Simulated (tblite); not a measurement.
A tight-binding relaxation on `CO[C@@H]1CCC[P@]1(C)=S`.

Computed with GFN2-xTB geometry optimisation, gas phase (tblite 0.8.0). Start geometry: from a force field or distance geometry. The input is one job of a driver script: a line of settings, then coordinates in Å.

Command:
```bash
OMP_NUM_THREADS=1 python probes_run.py task.json out
```

Input:
```
{"job": {"kind": "relax", "xc": "GFN2-xTB", "basis": "xTB"}, "charge": 0, "multiplicity": 1}
C      2.820200     0.704900    -0.403300
O      1.710300    -0.143400    -0.708400
C      0.726600    -0.142100     0.327100
C      0.084300    -1.531300     0.362500
C     -0.830700    -1.646200    -0.845600
C     -1.696100    -0.380900    -0.877000
P     -0.651300     0.962700    -0.205100
C     -1.451700     1.356000     1.365100
S     -0.327800     2.486000    -1.359700
H      3.466000     0.736900    -1.270000
H      2.474300     1.721700    -0.178000
H      3.372400     0.304600     0.447100
H      1.131500     0.139400     1.307400
H      0.849200    -2.327100     0.349000
H     -0.515800    -1.641200     1.284400
H     -0.225700    -1.688600    -1.752800
H     -1.447200    -2.543100    -0.817300
H     -2.036500    -0.165300    -1.889100
H     -2.573600    -0.509100    -0.233100
H     -1.632900     0.450800     1.958100
H     -2.423700     1.845600     1.185300
H     -0.832400     2.029100     1.952300
```

What does the run print?

```
step      E/eV     max force
  0    -798.24890    1.204
  1    -798.30874    0.420
  2    -798.32318    0.216
  3    -798.33110    0.222
  4    -798.33687    0.184
  5    -798.34087    0.144
  6    -798.34370    0.139
  7    -798.34570    0.117
  8    -798.34738    0.138
  9    -798.34879    0.112
... (54 lines left out)
 64    -798.38067    0.023
 65    -798.38076    0.025
 66    -798.38086    0.034
 67    -798.38096    0.029
 68    -798.38104    0.022
 69    -798.38111    0.017
 70    -798.38116    0.020
 71    -798.38120    0.018
 72    -798.38123    0.010
 73    -798.38125    0.009
```

«max force» is the largest atomic force in eV/Å.

From which step on does the largest force stay under 0.1 eV/Å, and how much energy is left to gain from there?

From step 19 (0.088 eV/Å), 19.0 meV above the end.

Summary of the converged run: energy lowered by 3.1 kcal/mol over 73 steps; largest atomic force 0.009 eV/Å at the end.

On Arm Neoverse V2, one thread, on a shared host, this took 0.55 s wall.
Labels such as C1 count atoms from 1, the log's own numbers from 0.
